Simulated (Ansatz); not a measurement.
Relaxation of C₂H₄BNS (9 atoms, charge 0, multiplicity 1), to a largest force component of 0.02 eV/Å in at most 40 steps.

The calculation used Ansatz 0.2.0, RKS BLYP/STO-3G.

```xyz
9
Properties=species:S:1:pos:R:3
S -0.697 1.214 1.975
C 0.470 0.799 0.739
C 0.198 -0.192 -0.112
B 0.747 -1.054 -1.248
N -0.659 -1.255 -0.606
H -1.352 2.199 1.091
H 1.438 1.341 0.690
H 1.510 -1.359 -2.064
H -1.565 -1.740 -0.483
```

Q: Where does it end, and by what steps?

A: The forces met the threshold. Limits of this set-up: minimal basis. After 22 steps the energy has fallen by 1.147 eV; H6 moved furthest, 1.15 Å.

| step | energy less start (eV) | largest force component (eV/Å) | accepted |
| --- | --- | --- | --- |
| 0 | 0.0000 | 5.102 | yes |
| 1 | -0.7679 | 1.917 | yes |
| 2 | -0.8910 | 2.261 | yes |
| 3 | -0.9436 | 0.445 | yes |
| 4 | -0.9892 | 0.965 | yes |
| 5 | -1.0290 | 0.310 | yes |
| 6 | -1.0539 | 0.208 | yes |
| 7 | -1.0602 | 1.280 | yes |
| 8 | -1.0969 | 0.335 | yes |
| 9 | -1.1147 | 0.161 | yes |
| 10 | -1.1134 | 1.106 | no |
| 11 | -1.1270 | 0.085 | yes |
| 12 | -1.1361 | 0.109 | yes |
| 13 | -1.1438 | 0.043 | yes |
| 14 | -1.1438 | 0.114 | yes |
| 15 | -1.1445 | 0.116 | yes |
| 16 | -1.1447 | 0.108 | yes |
| 17 | -1.1466 | 0.044 | yes |
| 18 | -1.1463 | 0.140 | no |
| 19 | -1.1469 | 0.020 | yes |
| 20 | -1.1470 | 0.095 | yes |
| 21 | -1.1429 | 0.251 | no |
| 22 | -1.1473 | 0.008 | yes |

```xyz
9
Properties=species:S:1:pos:R:3
S -1.261 1.255 1.527
C 0.219 0.899 0.554
C 0.358 -0.164 -0.266
B 0.807 -1.241 -1.257
N -0.458 -1.336 -0.693
H -0.755 2.424 2.043
H 1.060 1.608 0.651
H 1.546 -1.757 -2.005
H -1.426 -1.734 -0.571
```

Whether the end is a true minimum wasn't checked by a vibrational analysis.

Time of the run: 65 s on 1 thread of Arm Neoverse N1, on a shared host, peak memory 0.14 GiB.
